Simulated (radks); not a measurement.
Question: Species: P II. Configuration: [Ne] 3s2 3p2. Method: scalar-relativistic Kohn-Sham, PBE, spin-unpolarised, spherical densities, point nucleus; computed with a radial shooting solver on a logarithmic mesh with Libxc functionals. Some entries of the table are withheld. Estimate them.

orbital  occ.  eigenvalue (hartree)  <r> (bohr)  <1/r> (bohr^-1)
1s          2             -76.99056      0.1036              (1)
2s          2                   (2)      0.5195              (3)
2p          6              -4.96659      0.4849            2.711
3s          2              -0.85579         (4)           0.7504
3p          2              -0.52240       2.137           0.6294

Answer: 
(1) 1s <1/r> (bohr^-1): 14.65
(2) 2s eigenvalue (hartree): -6.78485
(3) 2s <1/r> (bohr^-1): 2.822
(4) 3s <r> (bohr): 1.820
